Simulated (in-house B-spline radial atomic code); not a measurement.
Whole-atom quantities along the 12-electron series, configuration [Ne] 3s2. Computed with a radial B-spline atomic code at the basis-set limit: non-relativistic Hartree-Fock, average of the configuration, point nuclei.

This level leaves out relativity, spin-orbit splitting included, which matters for heavy ions.

| ion | Z | E/Z² (Eh) | Σ<r²> (bohr²) | n(0)/Z³ (bohr⁻³) | Lamb diamagnetic shielding (ppm) | repulsion over attraction |
| --- | --- | --- | --- | --- | --- | --- |
| Cr12+ | 24 | -1.7085 | 2.0433 | 0.67867 | 1610.74 | 0.096278 |
| Mn13+ | 25 | ? | ? | ? | ? | ? |
| Fe14+ | 26 | -1.7367 | 1.6529 | 0.68283 | 1760.7 | 0.089551 |
| Co15+ | 27 | -1.7494 | 1.4989 | 0.6847 | 1835.68 | 0.086518 |
| Ni16+ | 28 | ? | ? | ? | ? | ? |
| Cu17+ | 29 | -1.7724 | 1.2497 | 0.68811 | 1985.62 | 0.081015 |
| Zn18+ | 30 | -1.7829 | 1.148 | 0.68966 | 2060.58 | 0.078513 |
| Ga19+ | 31 | -1.7927 | 1.0583 | 0.69112 | 2135.55 | 0.076158 |
| Ge20+ | 32 | ? | ? | ? | ? | ? |
| As21+ | 33 | -1.8107 | 0.90803 | 0.69381 | 2285.47 | 0.071841 |
| Se22+ | 34 | -1.819 | 0.8447 | 0.69504 | 2360.43 | 0.069858 |

(1) Fill in the row of Mn13+.

(2) Fill in the row of Ni16+.

(3) Fill in the row of Ge20+.

(4) With what power of Z does the column «Σ<r²> (bohr²)» change over this range?

## Answers

(1) E/Z² (Eh): -1.7231; Σ<r²> (bohr²): 1.8323; n(0)/Z³ (bohr⁻³): 0.68082; Lamb diamagnetic shielding (ppm): 1685.73; repulsion over attraction: 0.092797.

(2) E/Z² (Eh): -1.7613; Σ<r²> (bohr²): 1.3657; n(0)/Z³ (bohr⁻³): 0.68646; Lamb diamagnetic shielding (ppm): 1910.65; repulsion over attraction: 0.083679.

(3) E/Z² (Eh): -1.802; Σ<r²> (bohr²): 0.97882; n(0)/Z³ (bohr⁻³): 0.6925; Lamb diamagnetic shielding (ppm): 2210.51; repulsion over attraction: 0.073937.

(4) A fit of the logarithm of its size against log Z from Z = 24 to 34 has slope -2.53. Unscreened non-relativistic hydrogenic orbitals would give -2.
